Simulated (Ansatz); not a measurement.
`O[Si@@H](F)N[Si@@H](O)F` + `O[SiH](O)O` → `O[SiH](O)O[SiH](O)F` + `N[SiH](O)F`  (ligand exchange at the Si–N bond)

Computed with Ansatz on PBE0-D4/def2-TZVP structures; ΔE is electronic, products minus reactants. CCSD(T)/CBS is the MP2 limit (def2-TZVPP, def2-QZVPP) plus CCSD(T) − MP2 in def2-TZVPP, frozen cores. This one scheme is used for every species. DFT in def2-TZVPP. Each species was taken in one conformer, which may not be the lowest.

```csv
level,ΔE (kJ/mol),difference from CCSD(T)/CBS
r2SCAN-D4,-54.3,1.0
ωB97X-V,-54.6,0.7
B2PLYP,-57.4,-2.1
PBE,-49.9,5.4
SCS-MP2/def2-TZVPP,-56.3,-1.0
CCSD/def2-TZVPP,-56.4,-1.1
HF/def2-QZVPP,-68.0,-12.7
MP2/def2-QZVPP,-54.9,0.4
SCS-MP2/def2-QZVPP,-57.2,-1.9
HF/CBS(def2),-68.2,-12.9
CCSD(T)/CBS,-55.3,0
```

Largest T1 diagnostic among the species: 0.012.

In def2-TZVPP, CCSD(T) changes the Hartree–Fock value by +12.0 kJ/mol (the triples alone add +1.8 kJ/mol) and MP2 by +12.6 kJ/mol.
